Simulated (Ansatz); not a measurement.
Born–Oppenheimer molecular dynamics of Cl$_{2}$FGe$_{2}$H$_{3}$ (8 atoms, charge 0, multiplicity 1). It starts from a relaxed structure.

Level of theory: RKS PBE/def2-SVP in Ansatz 0.2.0.

```
ensemble                      : NVE (velocity Verlet)
time step                     : 0.5 fs
steps asked                   : 500
starting velocities drawn for : 100 K
seed                          : 414391
```

First frame:

```xyz
8
Properties=species:S:1:pos:R:3
Ge -0.051 0.006 0.032
Ge -0.002 0.002 2.471
H -1.460 -0.168 2.954
H 0.878 -1.185 2.926
H 0.587 1.352 2.938
F 1.567 0.193 -0.626
Cl -1.212 1.649 -0.783
Cl -0.814 -1.849 -0.798
```

Task: How far do the bonds stretch over the last three quarters of this one trajectory? (Pairs bonded in most of those frames.)

Result: 
```json
{"bond": "Ge1–Ge2", "mean (Å)": "2.438", "spread (Å)": "0.026", "shortest": "2.40", "longest": "2.48"}
{"bond": "Ge1–F6", "mean (Å)": "1.756", "spread (Å)": "0.028", "shortest": "1.71", "longest": "1.80"}
{"bond": "Ge1–Cl7", "mean (Å)": "2.167", "spread (Å)": "0.017", "shortest": "2.14", "longest": "2.20"}
{"bond": "Ge1–Cl8", "mean (Å)": "2.173", "spread (Å)": "0.008", "shortest": "2.15", "longest": "2.19"}
{"bond": "Ge2–H3", "mean (Å)": "1.545", "spread (Å)": "0.008", "shortest": "1.53", "longest": "1.56"}
{"bond": "Ge2–H4", "mean (Å)": "1.545", "spread (Å)": "0.007", "shortest": "1.53", "longest": "1.56"}
{"bond": "Ge2–H5", "mean (Å)": "1.546", "spread (Å)": "0.008", "shortest": "1.53", "longest": "1.56"}
```

Mean temperature of the second half: 55 K. The conserved energy stayed within 0.0067 meV per atom of its start (net change 0.0011 meV per atom), so the integration is sound. Over the second half the temperature averaged 0.55 of the 100 K drawn at the start: a run that starts near a minimum puts about half its kinetic energy into the potential. A run of 0.25 ps of so small a system gives no equilibrium averages.

Time of the run: 11 min on 4 threads of Arm Neoverse V1, with other jobs on the host, peak memory 0.22 GiB.
